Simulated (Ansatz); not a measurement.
`C[Si](F)(F)CO` and `C[Si](F)(F)C=O` differ in one atom or group.

Ansatz, PBE0-D4/def2-TZVP geometries, multiplicity 1. Each molecule was computed in one conformer, which needn't be the lowest.

```csv
property,`C[Si](F)(F)CO`
HOMO energy (PBE0/def2-TZVPP) / eV,-7.74
HOMO–LUMO gap (PBE0/def2-TZVPP) / eV,8.35
HOMO–LUMO gap (PBE/def2-TZVPP) / eV,5.84
LUMO energy (PBE/def2-TZVPP) / eV,-0.32
HOMO energy (PBE/def2-TZVPP) / eV,-6.17
HOMO–LUMO gap (B3LYP/def2-TZVPP) / eV,7.80
```

Problem. Give the same properties after the change, and the shifts. (Best estimate.)

Solution. Computed: 
| property | `C[Si](F)(F)C=O` | shift |
| --- | --- | --- |
| HOMO energy (PBE0/def2-TZVPP) / eV | -7.39 | 0.35 |
| HOMO–LUMO gap (PBE0/def2-TZVPP) / eV | 5.41 | -2.94 |
| HOMO–LUMO gap (PBE/def2-TZVPP) / eV | 2.70 | -3.14 |
| LUMO energy (PBE/def2-TZVPP) / eV | -3.13 | -2.81 |
| HOMO energy (PBE/def2-TZVPP) / eV | -5.83 | 0.34 |
| HOMO–LUMO gap (B3LYP/def2-TZVPP) / eV | 4.94 | -2.86 |

With PBE0 the HOMO rises by 0.35 eV and the LUMO falls by 2.59 eV, so the gap narrows by about 2.94 eV. PBE moves the HOMO by 0.34 eV and ωB97M-V by 0.37 eV.

B3LYP here is the variant with VWN-RPA as its local correlation; programs differ in this.
